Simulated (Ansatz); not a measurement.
Geometry optimisation, RKS PBE0-D4/cc-pVDZ in Ansatz 0.2.0.

Input:

```yaml
crystal:
  periodic: [false, false, false]
  atoms:
    - { symbol: C, position_ang: [-0.2692, 1.3638, 0.0132] }
    - { symbol: "N", position_ang: [-0.6632, -0.0052, -0.1836] }
    - { symbol: Al, position_ang: [-0.3822, -0.9838, 1.4268] }
    - { symbol: Al, position_ang: [0.5411, -0.7857, -1.5274] }
    - { symbol: H, position_ang: [0.7486, 1.531, 0.2851] }
    - { symbol: H, position_ang: [-0.4979, 1.9842, -0.943] }
    - { symbol: H, position_ang: [-0.9448, 1.8609, 0.7831] }
    - { symbol: H, position_ang: [-0.5999, -2.5379, 1.4825] }
    - { symbol: H, position_ang: [0.2432, -0.2228, 2.7662] }
    - { symbol: H, position_ang: [1.6056, 0.0773, -2.2055] }
    - { symbol: H, position_ang: [0.2842, -2.3388, -1.8768] }
basis:
  gaussian: { orbitals: cc-pVDZ }
hamiltonian:
  xc: pbe0
  dispersion: d4
relax:
  f_tol: 0.015
  max_steps: 40
output:
  orbitals: {}
```

Run as:

```bash
$ ansatz run input.yaml --threads 2 --pin off --max-ram 3072MiB --backend cpu --events-out ev --progress --plain --runs-dir out
```

Where does it end, and by what steps?

The run converged. The force dipped under the threshold on the way, but the program's further checks kept it going. After 9 steps the energy has fallen by 0.907 eV; H9 moved furthest, 1.15 Å.

| step | energy less start (eV) | largest force component (eV/Å) | accepted |
| --- | --- | --- | --- |
| 0 | 0.0000 | 2.723 | yes |
| 1 | -0.5210 | 1.145 | yes |
| 2 | -0.7063 | 0.727 | yes |
| 3 | -0.7840 | 0.516 | yes |
| 4 | -0.8396 | 0.123 | yes |
| 5 | -0.8790 | 0.074 | yes |
| 6 | -0.8922 | 0.140 | yes |
| 7 | -0.9059 | 0.012 | yes |
| 8 | -0.9068 | 0.029 | yes |
| 9 | -0.9069 | 0.010 | yes |

```xyz
11
Properties=species:S:1:pos:R:3
C 0.000 1.442 0.091
N 0.045 -0.024 0.011
Al -0.412 -1.022 1.460
Al 0.452 -0.834 -1.565
H 0.987 1.868 0.344
H -0.310 1.898 -0.865
H -0.707 1.790 0.863
H -0.305 -2.604 1.341
H -0.907 -0.247 2.763
H 0.692 0.099 -2.836
H 0.532 -2.422 -1.588
```

Whether the end is a true minimum wasn't checked by a vibrational analysis.

Run time: 29 s on 2 threads of Arm Neoverse V1, on a shared host, peak memory 0.21 GiB.
